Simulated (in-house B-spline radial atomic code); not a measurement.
Results of a calculation; reference values are marked as such.
# Building a PAW d channel for Ge, r_c = 1.53 bohr

Ge, [Ar] 3d10 4s2 4p2, non-relativistic LDA (VWN5), spherical and spin-unpolarised, from an all-electron radial atomic-structure program (B-spline basis) (atomic units; all potentials screened as in the neutral atom).

Two all-electron partial waves φ1, φ2 are integrated outwards at E1 = ε(3d) = -1.117316 and E2 = E1 + 1.5 hartree; φ1 is the bound orbital and φ2 has unit norm inside r_c = 1.5337 bohr. Smooth partners are polynomials, r^3(a0 + a1 r² + a2 r⁴ + a3 r⁶), matched to φ and three derivatives at r_c, with no condition on the norm. The local potential is -9.97755 + (10.0376) r² + (-4.32445) r⁴ + (0.691156) r⁶ inside 1.2557 bohr and the all-electron one outside.

| wave | φ(r_c) | φ'(r_c) | a0 | a1 | a2 | a3 |
| --- | --- | --- | --- | --- | --- | --- |
| 1 | 0.355976 | -0.5159932 | 1.397313 | -1.252532 | 0.4074272 | -0.04661445 |
| 2 | 1.37928 | 2.345687 | -0.3628469 | 0.8987187 | -0.3465964 | 0.04217237 |

Inside r_c the overlaps are <φi φj> = [[0.95708, -0.51557], [-0.51557, 1.00000]] and, for the smooth waves, [[0.18536, 0.19359], [0.19359, 0.37346]]. With χj = (Ej − T − V_local) applied to smooth wave j, the program's quadrature gives the matrix B_ij = <smooth i, χj> as [[-0.47223, 0.66035], [-0.40338, 0.46986]].

Q: Check the match of the first wave, and find the augmentation charges q_ij.

A: At r_c the four terms are 5.04098, -10.62896, 8.13267, -2.18869, which sum to 0.3560, φ1(r_c) to rounding. q_ij is the all-electron overlap less the smooth one: [[0.77172, -0.70915], [-0.70915, 0.62654]]. The smooth first wave has a norm of 0.1854 inside r_c against 0.9571, and q11 > 0 puts back the missing charge.

Q: B isn't symmetric. Show that D_ij = B_ij + Ej q_ij is.

A: Integrating by parts gives B12 − B21 = (E1 − E2) q12: 0.66035 − (-0.40338) = 1.06373, and −1.5 × (-0.70915) = 1.06373. So D12 = 0.66035 + (0.382684)(-0.70915) = 0.38897 and D21 = -0.40338 + (-1.117316)(-0.70915) = 0.38897; D11 = -1.33449, D22 = 0.70962. The projectors, p = (B⁻¹)ᵀ χ, are dual to the smooth waves; det B = 0.044.

Solving (T + V_local + Σ p D p) ψ = E (1 + Σ p q p) ψ in a sphere of 9 bohr gives these levels:

```tsv
all-electron	one projector	two projectors
-1.117320	-1.117310	-1.117310
0.089896	0.096141	0.089900
0.315933	0.341797	0.315934
0.686780	0.749096	0.686831
1.197080	1.316600	1.197790
```

Q: What does the second projector gain?

A: With one projector the errors are +0.01, +6.25, +25.86, +62.32, +119.52 millihartree. With two the errors are +0.01, 0.00, 0.00, +0.05, +0.71 millihartree. The scattering is exact at E1 and at E2 = 0.383, and over all levels compared the largest error is 0.71 millihartree. The lowest eigenvalue of the overlap operator is 1 with one and 0.949 with two projectors. The smooth orbital alone needs a cutoff of 27.1 hartree for 1 millihartree of kinetic energy, against 63.2 for a norm-conserving Troullier-Martins orbital of the same radius; part of the gain comes from giving up the norm, part from the simpler form.
